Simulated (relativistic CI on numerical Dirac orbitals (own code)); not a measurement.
**Fe3+ in a cubic cluster: L2,3 absorption with charge transfer**

Computed with a charge-transfer multiplet model of a cubic metal-ligand cluster with up to 3 ligand holes, Slater and spin-orbit integrals from Dirac-Coulomb-Breit ions, Slater integrals scaled by 0.9. The ground state mixes d5 with configurations of k ligand holes L, whose averages lie at kΔ + k(k − 1)U_dd/2; a core hole lowers each added d electron by U_cd. 20 K, Lorentzian 0.4 eV and Gaussian 0.3 eV FWHM.

Atomic integrals in eV (Slater integrals scaled, ζ unscaled), ground: F2dd 10.785, F4dd 6.742, zeta_d 0.056; with the core hole: F2dd 11.484, F4dd 7.183, zeta_d 0.075, zeta_core 8.130, F2cd 6.732, G1cd 5.078, G3cd 2.886.

Cluster parameters (eV): U_dd = 6.5, U_cd = 7.8, 10Dq = 1.25, 10Dq(ligand) = 0.2, V(eg) = 1.5, V(t2g) = -0.7, final-state hopping factor = 0.9.

Weights, n_d and S are thermal averages at 20 K. Photon energies count from the first peak over 30 % of the highest in each spectrum, which can be another peak from case to case. The parameters are a model scan and need not match a compound or its usual spin state. Peaks in eV (height, largest 100): -1.9 (28), 0.0 (100), 3.0 (16), 3.7 (19), 5.5 (6), 11.4 (16), 13.3 (19), 16.1 (6).

Problem. Which parameters give this spectrum?
A. Δ = 1.8 eV
B. Δ = -0.2 eV
C. Δ = 0.8 eV

Solution. B. Δ = -0.2 eV; the ground state then has 5.33 d electrons and S = 2.50. The choice follows from running the model for each set and comparing peak positions and heights.
